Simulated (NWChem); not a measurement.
System: ScBr$_{2}$F; SMILES [Br][Sc]([F])[Br]

Input file for NWChem:

```
start job
memory heap 200 mb stack 900 mb global 1100 mb
geometry units angstroms
  Sc     0.236124    -0.021695    -0.045256
  F      1.960123    -0.179261    -0.376738
  Br    -0.086663    -1.509302     1.902595
  Br    -0.512256     1.564279    -1.787736
end
basis spherical
  * library def2-svp
end
dft
  xc pbe0
  iterations 150
end
driver
  maxiter 120
end
task dft optimize
```

Parts of the log:

```
             Northwest Computational Chemistry Package (NWChem) 7.3.0
             --------------------------------------------------------

 C2V symmetry detected

                             Geometry "geometry" -> ""
                             -------------------------

 Output coordinates in angstroms (scale by  1.889725989 to convert to a.u.)

  No.       Tag          Charge          X              Y              Z
 ---- ---------------- ---------- -------------- -------------- --------------
    1 Sc                  21.0000     0.00000000     0.00000000     0.22464923
    2 F                    9.0000     0.00000000     0.00000000     1.98728320
    3 Br                  35.0000    -2.41073497     0.00000000    -0.32290261
    4 Br                  35.0000     2.41073497     0.00000000    -0.32290261

 Effective nuclear repulsion energy (a.u.)     605.7001041390

      Symmetry information
      --------------------

 Group name             C2v
 Group number             16
 Group order               4
 No. of unique centers     3

                                Z-matrix (autoz)
                                --------

 Units are Angstrom for bonds and degrees for angles

      Type          Name      I     J     K     L     M      Value
      ----------- --------  ----- ----- ----- ----- ----- ----------
    1 Stretch                  1     2                       1.76263
    2 Stretch                  1     3                       2.47214
    3 Stretch                  1     4                       2.47214
    4 Bend                     2     1     3               102.79653
    5 Bend                     2     1     4               102.79653
    6 Bend                     3     1     4               154.40695
    7 Torsion                  2     1     3     4         180.00000
    8 Torsion                  2     1     4     3         180.00000
    9 Torsion                  3     1     2     4         180.00000
   10 Torsion                  2     4     1     3         180.00000
   11 Torsion                  3     2     1     4         180.00000
   12 Torsion                  2     3     1     4         180.00000

                           NWChem Geometry Optimization
                           ----------------------------

 maximum gradient threshold         (gmax) =   0.000450
 rms gradient threshold             (grms) =   0.000300
 maximum cartesian step threshold   (xmax) =   0.001800
 rms cartesian step threshold       (xrms) =   0.001200
 fixed trust radius                (trust) =   0.300000
 source of zmatrix                         =   autoz

          -------------------
          Energy Minimization
          -------------------

 Using diagonal initial Hessian
 Scaling for Hessian diagonals: bonds = 1.00  angles = 0.25  torsions = 0.10

          --------
          Step   0

                                 NWChem DFT Module
                                 -----------------

 Summary of "ao basis" -> "ao basis" (spherical)
 ------------------------------------------------------------------------------
       Tag                 Description            Shells   Functions and Types
 ---------------- ------------------------------  ------  ---------------------
 Sc                         def2-svp                11       31   5s3p2d1f
 F                          def2-svp                 6       14   3s2p1d
 Br                         def2-svp                12       32   5s4p3d

      Symmetry analysis of basis
      --------------------------

        a1         43
        a2         14
        b1         32
        b2         20

            General Information
            -------------------
          SCF calculation type: DFT
          Wavefunction type:  closed shell.
          No. of atoms     :     4
          No. of electrons :   100
           Alpha electrons :    50
            Beta electrons :    50
          Charge           :     0
          Spin multiplicity:     1
          Use of symmetry is: on ; symmetry adaption is: on
          Maximum number of iterations: 150
          AO basis - number of functions:   109
                     number of shells:    41
          Convergence on energy requested:  1.00D-06
          Convergence on density requested:  1.00D-05
          Convergence on gradient requested:  5.00D-04

              XC Information
              --------------
                         PBE0 Method XC Functional
                     Hartree-Fock (Exact) Exchange  0.250
          PerdewBurkeErnzerhof Exchange Functional  0.750
            Perdew 1991 LDA Correlation Functional  1.000 local
           PerdewBurkeErnz. Correlation Functional  1.000 non-local

[...]

      ----------------------
      Optimization converged
      ----------------------

  Step       Energy      Delta E   Gmax     Grms     Xrms     Xmax
  ---- ---------------- -------- -------- -------- -------- --------
@    5   -6007.43407919 -1.2D-06  0.00033  0.00013  0.00065  0.00155
                                     ok       ok       ok       ok

                                Z-matrix (autoz)
                                --------

 Units are Angstrom for bonds and degrees for angles

      Type          Name      I     J     K     L     M      Value     Gradient
      ----------- --------  ----- ----- ----- ----- ----- ---------- ----------
    1 Stretch                  1     2                       1.79234   -0.00033
    2 Stretch                  1     3                       2.43298   -0.00020
    3 Stretch                  1     4                       2.43298   -0.00020
    4 Bend                     2     1     3               118.20880    0.00000
    5 Bend                     2     1     4               118.20880    0.00000
    6 Bend                     3     1     4               123.58240   -0.00000
    7 Torsion                  2     1     3     4         180.00000    0.00000
    8 Torsion                  2     1     4     3         180.00000    0.00000
    9 Torsion                  3     1     2     4         180.00000    0.00000
   10 Torsion                  2     4     1     3         180.00000    0.00000
   11 Torsion                  3     2     1     4         180.00000    0.00000
   12 Torsion                  2     3     1     4         180.00000    0.00000

                         Geometry "geometry" -> "geometry"
                         ---------------------------------

 Output coordinates in angstroms (scale by  1.889725989 to convert to a.u.)

  No.       Tag          Charge          X              Y              Z
 ---- ---------------- ---------- -------------- -------------- --------------
    1 Sc                  21.0000     0.00000000     0.00000000     0.51846447
    2 F                    9.0000     0.00000000     0.00000000     2.31080146
    3 Br                  35.0000    -2.14401332     0.00000000    -0.63156936
    4 Br                  35.0000     2.14401332     0.00000000    -0.63156936

 Effective nuclear repulsion energy (a.u.)     618.2761313354

      Symmetry information
      --------------------

 Group name             C2v
 Group number             16
 Group order               4
 No. of unique centers     3

                Final and change from initial internal coordinates
                --------------------------------------------------

                                Z-matrix (autoz)
                                --------

 Units are Angstrom for bonds and degrees for angles

      Type          Name      I     J     K     L     M      Value       Change
      ----------- --------  ----- ----- ----- ----- ----- ---------- ----------
    1 Stretch                  1     2                       1.79234    0.02970
    2 Stretch                  1     3                       2.43298   -0.03916
    3 Stretch                  1     4                       2.43298   -0.03916
    4 Bend                     2     1     3               118.20880   15.41227
    5 Bend                     2     1     4               118.20880   15.41227
    6 Bend                     3     1     4               123.58240  -30.82455
    7 Torsion                  2     1     3     4         180.00000    0.00000
    8 Torsion                  2     1     4     3         180.00000    0.00000
    9 Torsion                  3     1     2     4         180.00000    0.00000
   10 Torsion                  2     4     1     3         180.00000    0.00000
   11 Torsion                  3     2     1     4         180.00000    0.00000
   12 Torsion                  2     3     1     4         180.00000    0.00000

 ==============================================================================
                                internuclear distances
 ------------------------------------------------------------------------------
       center one      |      center two      | atomic units |  angstroms
 ------------------------------------------------------------------------------
    2 F                |   1 Sc               |     3.38703  |     1.79234
    3 Br               |   1 Sc               |     4.59766  |     2.43298
    4 Br               |   1 Sc               |     4.59766  |     2.43298
 ------------------------------------------------------------------------------
                         number of included internuclear distances:          3
 ==============================================================================
```

Level: PBE0/def2-SVP. No frequency run checked for a minimum.
